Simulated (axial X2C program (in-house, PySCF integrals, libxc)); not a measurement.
## CoNC⁻: properties at the nuclei

Calculated with an in-house all-electron X2C program for linear molecules (integrals from PySCF): two-component X2C with atomic mean-field Coulomb and Gaunt terms, Gaussian nuclei, basis Co dyall-v3z, N dyall-av3z, C dyall-v3z with contracted cores.

Co–N–C held linear, with bonds 1.917 and 1.171 Å (near the PBE0 minimum at charge -1 of the determinant lowest at the starting distance; the state shown can have its own minimum elsewhere, held linear; other orders of the atoms were not compared).

Determinant lowest in the PBE0 search, Ω = 9/2 (⟨Sz⟩ = 1.50, ⟨Lz⟩ = 3.00 at PBE0), spin on the atoms Co 1.43, N 0.06, C 0.01:

```json
{"level": "PBE0", "Eeff magnitude (GV/cm)": "0.438", "Ws magnitude Co (kHz)": "0.0496", "A∥/gI Co (MHz)": "409", "qzz Co (a.u.)": "-1.26", "A∥/gI N (MHz)": "11.8", "qzz N (a.u.)": "-0.63", "A∥/gI C (MHz)": "3.01", "qzz C (a.u.)": "-0.87"}
{"level": "HF", "Eeff magnitude (GV/cm)": "0.198", "Ws magnitude Co (kHz)": "0.025", "A∥/gI Co (MHz)": "404", "qzz Co (a.u.)": "-0.61", "A∥/gI N (MHz)": "2.55", "qzz N (a.u.)": "-0.78", "A∥/gI C (MHz)": "2.33", "qzz C (a.u.)": "-1.04"}
{"level": "TPSSh", "Eeff magnitude (GV/cm)": "0.512", "Ws magnitude Co (kHz)": "0.0562", "A∥/gI Co (MHz)": "425", "qzz Co (a.u.)": "-1.46", "A∥/gI N (MHz)": "12.4", "qzz N (a.u.)": "-0.61", "A∥/gI C (MHz)": "3.31", "qzz C (a.u.)": "-0.84"}
```

Eeff is the effective electric field on the electron electric dipole moment in this Ω state and Ws the scalar–pseudoscalar constant of the nucleus named (defined with the proton number Z and per Ω); A∥ (defined per Ω) follows by multiplying with gI = μI/(I μN); qzz is the electric field gradient, eQq0 = 234.96 MHz × Q/barn × qzz. The operators were transformed with the bare-nucleus X2C matrices; with these basis sets, hyperfine constants and field gradients can be off by tens of per cent, and where levels differ in sign neither size nor sign is settled.

Problem. With gI(59Co) = 1.3220, Q(14N) = 0.02044 barn, gI(13C) = 1.4048 (g factors from the IAEA table of nuclear moments by Stone; Q from Pyykkö, Mol. Phys. 2018), turn the PBE0 values of the first state into constants in MHz.

Solution. A∥(59Co) = 409 × 1.3220 = 541 MHz; eQq0(14N) = 234.96 × (0.02044) × (-0.63) = -3.03 MHz; A∥(13C) = 3.01 × 1.4048 = 4.23 MHz.

The molecule was held linear; bending was not examined, so a bent shape may lie lower.

Each state is one determinant with collinear spin, which with several unpaired electrons need not be a pure state. Unrestricted Hartree–Fock can overshoot spin polarisation at the nuclei. For an anion, determinants above electron detachment, or with a positive highest level, are held by the basis set. With several open shells hyperfine constants can be off by a factor of several. Where Eeff spreads by more than a factor of two the levels disagree and none is to be relied on. At TPSSh a later determinant lies lower. States lie within half an eV, so the first need not be the ground state. Further determinants of the search, some of them spin-mixed, are not shown. Where a field gradient or hyperfine factor spreads by more than a factor of two over the levels, a constant derived from it is not to be relied on.
